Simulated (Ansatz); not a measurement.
Input for Ansatz (development build ahead of 0.2.0):

```yaml
crystal:
  periodic: [false, false, false]
  atoms:
    - { symbol: Cr, position_ang: [0.0, 0.0, 0.0] }
    - { symbol: O, position_ang: [0.0, 1.886, 0.0] }
    - { symbol: S, position_ang: [0.0, -2.2448, 0.0] }
basis:
  gaussian: { orbitals: pcseg-2 }
magnetization:
  spin_polarized: true
  initial_magnetization: 4
hamiltonian:
  xc: { name: wB97X }
```

The input is written out in the form of the current development build from the run's settings.

Results

```yaml
Converged: yes
Total_energy: -1517.85390 hartree
Spin_squared_of_the_determinant: 6.803
Stability_test: minimum
```

Caution: another spin multiplicity may lie lower; the unrestricted determinant is a mixture of spin states.
